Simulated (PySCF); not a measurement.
Consider `CC#C/C=C/C#N` (C6H5N). Atom numbers as in the mapped SMILES `[CH3:1][C:2]#[C:3]/[CH:4]=[CH:5]/[C:6]#[N:7]`.

Level of theory: PBE0-D3(BJ)/ma-def2-SVP single points in PySCF, grid level 2; every species was optimised with PBE0-D3(BJ)/def2-SVP. Zero-point and thermal terms (298.15 K, 1 bar) come from unscaled GFN2-xTB harmonic frequencies, with soft modes damped to free rotors in the entropy. These were taken at the GFN2-xTB minima.

Problem. What are the vertical and the adiabatic ionisation energy for forming the radical cation?

Solution. 9.25 eV vertical and 9.02 eV adiabatic, the latter with zero-point energy.

Problem. Where does the unpaired spin of the relaxed radical cation sit?

Solution. C5 (alkene carbon) 0.37, C2 (alkyne carbon) 0.31, N7 (nitrile nitrogen) 0.30, C6 (nitrile carbon) -0.12 (intrinsic atomic orbital populations).

Problem. What oxidation potential follows in dichloromethane (IEF-PCM), given that Fc+/Fc comes at 4.64 V absolute with this functional and basis?

Solution. In the gas phase ΔG of oxidation is 8.991 eV, and solvation is -26.5 kJ/mol for the parent and -219.2 kJ/mol for the product, so the absolute potential is 6.99 V, or 2.36 V against Fc+/Fc. Fc+/Fc in dichloromethane, 4.64 V, is PBE0-D3(BJ)/ma-def2-SVP on PBE0-D3(BJ)/def2-SVP structures with GFN2-xTB thermal terms. Benchmark calculations put it near 5.0 V in acetonitrile and DMSO, so it is about 0.4 V low, and the value against it can read up to that much too high. The solvent is electrostatics only, on gas-phase structures; the absolute scale refers to an electron at rest in vacuum.

Problem. What are the vertical and the adiabatic electron affinity for forming the radical anion?

Solution. 0.49 eV vertical and 0.77 eV adiabatic, the latter with zero-point energy.

Problem. Where does the unpaired spin of the relaxed radical anion sit?

Solution. C4 (alkene carbon) 0.33, C2 (alkyne carbon) 0.31, C5 (alkene carbon) 0.26, N7 (nitrile nitrogen) 0.20 (intrinsic atomic orbital populations).

Problem. What reduction potential follows in dichloromethane (IEF-PCM), given that Fc+/Fc comes at 4.64 V absolute with this functional and basis?

Solution. In the gas phase −ΔG of reduction is 0.802 eV, and solvation is -26.5 kJ/mol for the parent and -203.1 kJ/mol for the product, so the absolute potential is 2.63 V, or -2.00 V against Fc+/Fc. Fc+/Fc in dichloromethane, 4.64 V, is PBE0-D3(BJ)/ma-def2-SVP on PBE0-D3(BJ)/def2-SVP structures with GFN2-xTB thermal terms. Benchmark calculations put it near 5.0 V in acetonitrile and DMSO, so it is about 0.4 V low, and the value against it can read up to that much too high. The solvent is electrostatics only, on gas-phase structures; the absolute scale refers to an electron at rest in vacuum.

Problem. How far is −ε(HOMO) from the vertical value by ΔSCF?

Solution. −ε(HOMO) = 7.42 eV, which is 1.83 eV below the ΔSCF value.

Known limits: structures of the anions come from def2-SVP, which lacks diffuse functions; ma-def2-SVP is a small basis, whose errors can reach tens of kJ/mol.

Differences come from unrounded values, so a last digit can differ from that of the printed terms.
